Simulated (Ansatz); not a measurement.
Several settings on one geometry of the cluster Cd₂Te⁺ (the lowest doublet isomer of a short search) (that of the charge 1 doublet, PBE-D4/def2-TZVP). Ansatz on 4 threads of Arm Neoverse V2 on a shared host; times are rough.

```xyz
3

Cd   -0.2246   -2.3741    0.4889
Cd   -0.6844    2.2822   -0.4991
Te    0.9091    0.0919    0.0102
```

Totals from different functionals, basis sets or treatments of relativity can't be compared as stabilities.

In the def2 sets Cd, Te take a core potential; there is no spin–orbit coupling.

Scalar relativity in a set contracted without it gives distorted totals.

The spins typed aren't always the lowest for that charge.

**Question.** Give the basis size and estimate the energy, ⟨S²⟩ and time of these runs.

| run | method | charge | state | further keys |
| --- | --- | --- | --- | --- |
| 1 | UKS rPW86-PBE-D3(BJ)-ATM/def2-mTZVPP | 1 | doublet | scf: {omitted_lower_state_checks: [starts]} |
| 2 | ROKS CAM-B3LYP-D3(BJ)-ATM/def2-SVP | 1 | doublet | pseudopotentials: {relativity: scalar}; scf: {lower_state_search: off}; forces asked |
| 3 | UKS B97/def2-mTZVPP | 1 | doublet | scf: {omitted_lower_state_checks: [starts]}; forces asked |
| 4 | RKS PBE0-D3(BJ)-ATM/def2-TZVP | 0 | singlet | final_grid: {core_spheres: 20, valence_spheres: 16, degree: 47}; scf: {omitted_lower_state_checks: [starts]} |

**Answer.** 
```csv
run,functions,energy (Eh),⟨S²⟩,wall time
1,102,-603.9694,0.75,3.8 s
2,88,-603.1709,–,1.9 s
3,102,-603.4100,0.75,8.5 s
4,130,-603.5880,–,2.1 s
```

A triplet lies near this restricted singlet, and broken spin symmetry wasn't tried.
